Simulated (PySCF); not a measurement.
TiF4, SMILES [F][Ti]([F])([F])[F], multiplicity 1. Geometry: B3LYP-D3(BJ)/def2-SVP. The multiplicity is an assumed one; other spin states were not compared. The isomer is the one that the SMILES or the coordinates give; other isomers of the formula were not compared.

Calculation: B3LYP-D3(BJ)/def2-SVP (PySCF 2.14.0).

Harmonic wavenumbers (cm⁻¹): 196, 196, 223, 223, 223, 740, 836, 836, 836. Rotational constants (GHz): 3.315, 3.315, 3.315; symmetry number 12.

Work out the zero-point energy and the ideal-gas rigid-rotor harmonic-oscillator thermochemistry at 298.15 K and 1 atm.

ZPE = ½ Σ hcν = ½ × 4308 cm⁻¹ = 6.16 kcal/mol. H − E(el) = 10.42 kcal/mol. Entropy in cal/(mol K): translation 40.36, rotation 21.64, vibration 10.95, total 72.94. G − E(el) = -11.33 kcal/mol. Cp = 19.59 cal/(mol K).
